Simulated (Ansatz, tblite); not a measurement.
Isomers of B₂O₃ (singlet), found by a short tight-binding search and relaxed with PBE-D4/def2-SVP in Ansatz.

The xTB rows come from tblite. Correlated methods freeze 5 core orbitals.

Run but left out: HF/def2-TZVPP (A: restricted singlet, unstable towards broken spin symmetry).

A: The restricted singlet is unstable towards broken spin symmetry in Hartree–Fock (as tested in another run); at LDA (SPW92)/def2-TZVP, PBE-D4/def2-TZVP, revPBE-D4/def2-TZVP, r2SCAN-D4/def2-TZVP and others this wasn't settled. At CCSD(T)/def2-TZVPP the restricted singlet (for correlated methods, its reference) is unstable: a solution with broken spin symmetry lies lower.

Other spin states were run for one of them alone.

A:

```xyz
5

B    -0.3334    0.9472    2.0542
B     0.0550   -0.1559   -0.3384
O     0.1085    0.1384   -1.6531
O     0.3118   -1.3348   -0.9402
O    -0.1418    0.4052    0.8775
```

B:

```xyz
5

B     0.228    0.027    1.298
B    -0.230   -0.032   -1.297
O    -0.437   -0.044   -2.499
O    -0.006   -0.022    0.002
O     0.445    0.070    2.497
```

Estimate their order by electronic energy at PBE0-D4/def2-TZVP, counted from the lowest.

B (0.00) < A (5.80), in eV.

Do the other levels pick the same lowest one?

All that were run do. Energies above each level's lowest (eV):

```tsv
level	A	B
GFN1-xTB	7.20	0.00
GFN2-xTB	6.90	0.00
LDA (SPW92)/def2-TZVP	5.86	0.00
PBE-D4/def2-TZVP	5.64	0.00
revPBE-D4/def2-TZVP	5.55	0.00
r2SCAN-D4/def2-TZVP	5.76	0.00
PBE0-D4/def2-TZVP	5.80	0.00
MP2/def2-TZVPP	6.03	0.00
CCSD/def2-TZVPP	5.59	0.00
CCSD(T)/def2-TZVPP	5.49	0.00
```
Point groups (tolerance 0.1 Å): A C2v, B D∞h. Lower isomers may exist.
